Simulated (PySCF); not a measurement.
This PySCF input asks for the NMR shieldings of SMILES N[Si@H](CF)C1CC1, C4H10FNSi; the geometry comes from GFN2-xTB.

```python
import basis_set_exchange as bse
import numpy as np
from pyscf import gto, dft
from pyscf.prop import nmr

atoms = """
N     0.726625    1.504310   -0.802073
Si    0.709866    0.460456    0.565987
C     2.211268   -0.694503    0.276902
F     3.375206    0.054573    0.239329
C    -0.883751   -0.538186    0.544979
C    -2.185843    0.126449    0.199738
C    -1.576640   -0.844770   -0.753926
H     0.008286    2.202026   -0.909594
H     1.613779    1.872270   -1.108896
H     0.874085    1.095425    1.886820
H     2.345141   -1.421375    1.079651
H     2.164938   -1.230490   -0.673303
H    -0.960350   -1.311598    1.300019
H    -3.073314   -0.168139    0.740374
H    -2.172196    1.173379   -0.061829
H    -1.142229   -0.455480   -1.661510
H    -2.041868   -1.812315   -0.872578
"""
names = dict.fromkeys(["N", "Si", "C", "F", "H"], "pcSseg-1")
basis = {el: gto.basis.parse(bse.get_basis(n, elements=[el], fmt="nwchem")) for el, n in names.items()}
mol = gto.M(atom=atoms, basis=basis, charge=0, verbose=0)
mf = dft.RKS(mol, xc="PBE0")
mf.grids.level = 2
mf.grids.alignment = dft.numint.BLKSIZE   # the property module wants whole blocks of grid points
mf.conv_tol = 1e-9
mf.kernel()

calc = nmr.RKS(mf)   # GIAO
C = mf.mo_coeff
Co = C[:, mf.mo_occ > 0]
resp = mf.gen_response(singlet=True, hermi=2)
def vind(x):   # induced exchange potential for any number of trial vectors
    d = np.einsum("pi,xij,qj->xpq", C, 2 * x.reshape(-1, C.shape[1], Co.shape[1]), Co, optimize=True)
    return np.einsum("xpq,pi,qj->xij", resp(d - d.transpose(0, 2, 1)), C, Co, optimize=True).ravel()
mo1, _ = nmr.rhf.solve_mo1(calc, with_cphf=vind)
sigma = calc.kernel(mo1)
for i, s in enumerate(sigma):   # ppm
    print("%2d %-2s %9.2f" % (i, mol.atom_pure_symbol(i), np.trace(s) / 3))
```

Problem. Give the expected output.

Solution. 
```
 0 N     266.31
 1 Si    371.88
 2 C     104.98
 3 F     484.00
 4 C     192.05
 5 C     185.56
 6 C     185.24
 7 H      31.99
 8 H      31.14
 9 H      26.39
10 H      26.88
11 H      26.77
12 H      32.30
13 H      31.08
14 H      31.73
15 H      30.96
16 H      31.25
```

These numbers come from an equivalent density-fitted implementation of the same equations, which agrees with the script to about 0.01 ppm for H and up to a few tenths of a ppm for heavy atoms, so last digits may differ.

Size and cost of the density-fitted run: 176 basis functions, 43 s wall time on 1 thread of an Arm Neoverse N1, shared host; peak memory 0.8 GiB.
